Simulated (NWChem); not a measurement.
Species: HSeSF; SMILES F[Se]S

```xyz
4

Se    -0.4233     0.4466    -0.0076
F      1.1042     1.3504    -0.0136
S      0.2529    -1.5957    -0.0560
H      0.4098    -1.8067     1.2760
```
Atoms are numbered in this order, from 1.

Computed with NWChem. Pople sets run with spherical d functions. Coordinates come from a PBE0/def2-SVP optimisation. Level MN15/6-31G*: energy and gradient on several grids; changes count from the extra-fine grid, which is no exact limit either.

Problem. Which is the coarsest grid (xcoarse; xfine; medium; coarse; fine) from which on the energy stays within 500 μHa and each gradient component within 500 μHa/bohr of xfine?

Solution. medium.
```
grid     size of the energy change (μHa)  largest change of a gradient component (μHa/bohr)
-------  -------------------------------  -------------------------------------------------
xcoarse                            10000                                               2000
coarse                               800                                                700
medium                              < 10                                                200
fine                                < 10                                               < 30
xfine                               < 10                                               < 30
```
